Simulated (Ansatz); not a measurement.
C₃H₅BO₂, SMILES OB1C=COC1.

Coordinates come from a B3LYP-D3(BJ)/def2-SVP optimisation. The structure was generated by enumeration, and PubChem lists no compound with its InChIKey, so it may never have been made. Other conformers were not sampled.

Two levels are set side by side: PBE/def2-TZVPD (Ansatz, a first-principles code) and PBE0/def2-TZVPD (Ansatz). Energy differences of separate SCF runs at the same geometry; the states with an electron removed or added have multiplicity 2 and 2. Differences are taken from unrounded values.

```
quantity                           PBE0
---------------------------------  ----
vertical ionisation energy (eV)    8.96
vertical singlet–triplet gap (eV)  3.75
```

### Question
What does PBE give, and how far is it from PBE0? (Estimate from the structure and the level; the computed values follow.)

### Answer

```json
[
 {"quantity": "vertical ionisation energy (eV)", "PBE": "8.87", "PBE minus PBE0": "-0.09"},
 {"quantity": "vertical singlet–triplet gap (eV)", "PBE": "3.76", "PBE minus PBE0": "0.01"}
]
```

On these quantities the two levels nearly agree.
